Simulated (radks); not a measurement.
Results of a calculation; reference values are marked as such.
Isoelectronic series with 60 electrons, all held in the configuration [Xe] 4f4 6s2, which need not be the ground one along the series. Level of theory: scalar-relativistic Kohn-Sham, PBE, spin-polarised, spherical densities, point nucleus; open shells are filled with parallel spins first (spin-orbit coupling, left out, can overturn this in heavy ions) (a radial shooting solver on a logarithmic mesh with Libxc functionals). Total energies (hartree) and orbital eigenvalues (Ry) (* marks an orbital that is empty in some or all of the ions):

| ion | E (hartree) | 4f down* | 4f up | 6s down |
|---|---|---|---|---|
| Nd | -9624.0762 | -0.00606 | -0.18776 | -0.24870 |
| Pm+ | -10020.3529 | -1.04053 | -1.25556 | -0.71360 |
| Sm2+ | -10426.0774 | -2.34776 | -2.58752 | -1.28997 |
| Eu3+ | -10841.2716 | -3.86426 | -4.12558 | -1.95987 |
| Gd4+ | -11265.9768 | -5.56466 | -5.84574 | -2.71474 |
| Tb5+ | -11700.2444 | -7.43457 | -7.73427 | -3.54947 |
| Dy6+ | -12144.1330 | -9.46468 | -9.78216 | -4.46068 |
| Ho7+ | -12597.7067 | -11.64840 | -11.98306 | -5.44602 |
| Er8+ | -13061.0342 | -13.98087 | -14.33223 | -6.50374 |
| Tm9+ | -13534.1887 | -16.45837 | -16.82604 | -7.63256 |
| Yb10+ | -14017.2474 | -19.07795 | -19.46161 | -8.83153 |
| Lu11+ | -14510.2916 | -21.83722 | -22.23660 | -10.09992 |
| Hf12+ | -15013.4061 | -24.73424 | -25.14912 | -11.43720 |
| Ta13+ | -15526.6800 | -27.76737 | -28.19754 | -12.84300 |
| W14+ | -16050.2061 | -30.93524 | -31.38054 | -14.31706 |
| Re15+ | -16584.0812 | -34.23668 | -34.69694 | -15.85921 |
| Os16+ | -17128.4064 | -37.67066 | -38.14575 | -17.46940 |
| Ir17+ | -17683.2870 | -41.23632 | -41.72611 | -19.14763 |
| Pt18+ | -18248.8326 | -44.93288 | -45.43726 | -20.89397 |
| Au19+ | -18825.1577 | -48.75966 | -49.27853 | -22.70856 |
| Hg20+ | -19412.3812 | -52.71606 | -53.24933 | -24.59159 |
| Tl21+ | -20010.6275 | -56.80155 | -57.34913 | -26.54330 |
| Pb22+ | -20620.0261 | -61.01564 | -61.57745 | -28.56397 |
| Bi23+ | -21240.7121 | -65.35790 | -65.93388 | -30.65392 |

4f down drops below 6s down between Nd and Pm+.
